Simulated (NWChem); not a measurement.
A series in which one site is exchanged, each optimised at PBE0/def2-SVP with NWChem, gas phase unless a solvent is named. For some, no frequency run checked for a minimum. def2 effective core potentials on Zr, I, Hf; no spin-orbit coupling.

A: [I][TiH2][I] (TiH$_{2}$I$_{2}$; site = Ti)
B: ICI (CH₂I₂; site = C)
C: [I][HfH2][I] (HfH2I2; site = Hf)
D: [I][ZrH2][I] (ZrH₂I₂; site = Zr)

Question: Rank them by orbital gap (eV), PBE0/def2-SVP, lowest first.

Answer: A (4.84), D (5.30), B (5.50), C (5.64)
